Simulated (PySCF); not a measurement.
# Computed properties of GeH3IZn, SMILES [GeH3][Zn][I]

Zn(I)(GeH3) (GeH3IZn), SMILES [GeH3][Zn][I]. Geometry optimised at PBE0-D3(BJ)/def2-SVP. The structure was generated by enumeration; whether it is a known compound was not checked. The def2 effective core potentials stand for the cores of I; spin–orbit coupling is left out. One conformer was computed; it need not be the lowest. All values are computed for the isolated molecule unless a solvent is named; none is compared with measurement here.

**Structure.** The optimised structure has C3v symmetry. All 12 harmonic modes at PBE0-D3(BJ)/def2-SVP (PySCF) are real, so it is a minimum. With heavy atoms numbered as in [Zn:1]([I:2])[GeH3:3], the shortest bond between them is Zn1–Ge3 at 2.387 Å and the longest Zn1–I2 at 2.450 Å.

**Vibrations.** The strongest infrared lines (harmonic, unscaled, degenerate partners summed) lie at 784 cm⁻¹ (296 km/mol, H 97 %), 2147 cm⁻¹ (212 km/mol, H 98 %), 2138 cm⁻¹ (89 km/mol, H 100 %). The softest mode is at 62 cm⁻¹ and the zero-point energy is 14.9 kcal/mol.

**Electronic structure.** ωB97X/def2-TZVPD (PySCF) places the frontier levels at -9.83 and 0.50 eV, a gap of 10.33 eV, and gives a dipole moment of 1.51 D and a mean polarisability of 101.5 bohr³. PBE/def2-TZVPD (PySCF) at the same geometry gives -6.54 and -1.92 eV, so its gap is 5.71 eV narrower. An orbital gap is neither the optical nor the fundamental gap.

**Excitations.** TDA-CAM-B3LYP/def2-SVPD (PySCF) has S1 at 5.49 eV (226 nm, f = 0.028, weak); the most intense of the 10 singlets computed lies at 6.61 eV (f = 1.33). Strengths of degenerate partners are summed. T1 (TDA) is at 5.04 eV, 0.45 eV under S1. TDA-PBE/def2-SVPD (PySCF) puts S1 at 4.71 eV. No vertical singlet excitation falls in the visible range (under 3.1 eV).
